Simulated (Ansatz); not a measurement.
Reaction (cleavage of the P–Si bond): `C[SiH](O)P` + `[NH2][ZnH]` → `P[NH][ZnH]` + `C[SiH2]O`

Isolated molecules relaxed with PBE0-D4/def2-TZVP in Ansatz; ΔE leaves out vibrations. CCSD(T)/CBS is the MP2 limit (def2-TZVPP, def2-QZVPP) plus CCSD(T) − MP2 in def2-TZVPP, frozen cores. This one scheme is used for every species. For Zn outer-core shells are correlated without core-valence functions, which leaves a few kJ/mol of doubt a bond. Scalar relativity is left out up to krypton. One conformer a species, not always the lowest.

```tsv
level	ΔE (kcal/mol)
HF/def2-QZVPP	2.7
MP2/CBS(def2)	9.4
```

(1) What does CCSD(T)/CBS give? (Estimate.)

Largest T1 diagnostic among the species: 0.016.

Results:

(1) Ansatz gave: +9.3 kcal/mol. The listed levels differ from it by -6.6, 0.1 kcal/mol.

In def2-TZVPP, CCSD(T) changes the Hartree–Fock value by +5.6 kcal/mol (the triples alone add +0.8 kcal/mol) and MP2 by +5.7 kcal/mol. From PBE to PBE0 (25 % exact exchange), in def2-TZVPP and without D4, ΔE moves by −1.1 kcal/mol.
